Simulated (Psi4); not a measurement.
IRb, triplet, at the geometry of the source list (a higher spin typed on purpose: for a closed-shell molecule this is an excited state) (core potentials on I, Rb). Base run: HF/def2-SVP (Psi4).

The Psi4 input:
```
memory 2 GB

molecule {
0 3
  Rb   -1.08960000   -0.77400000   -0.92830000
  I     1.08960000    0.77400000    0.92830000
}

set basis def2-svp
set reference uhf
set stability_analysis check
set scf_type pk

energy('scf')
print_variables()
```

The bond that is stretched is that between atoms 1 and 2. A test that says stable can miss a lower solution.

Variants of this job, named by their change:

```csv
change,ΔE vs base (kcal/mol),<S^2>
base,0.000,2.006
stability_analysis = follow; reference = uhf,0.000,2.006
bond × 1.25,-9.56,2.006
stability_analysis = follow; reference = uhf; bond × 1.25,-9.56,2.006
bond × 1.5,-10.81,2.006
stability_analysis = follow; reference = uhf; bond × 1.5,-10.81,2.006
bond × 1.8,-10.87,2.006
stability_analysis = follow; reference = uhf; bond × 1.8,-10.87,2.006
bond × 2.2,-11.23,2.006
stability_analysis = follow; reference = uhf; bond × 2.2,-11.23,2.006
bond × 3.0,-11.27,2.006
stability_analysis = follow; reference = uhf; bond × 3.0,-11.27,2.006
```

On stretching, the SCF can end on different states; <S^2> shows the spin contamination of each.
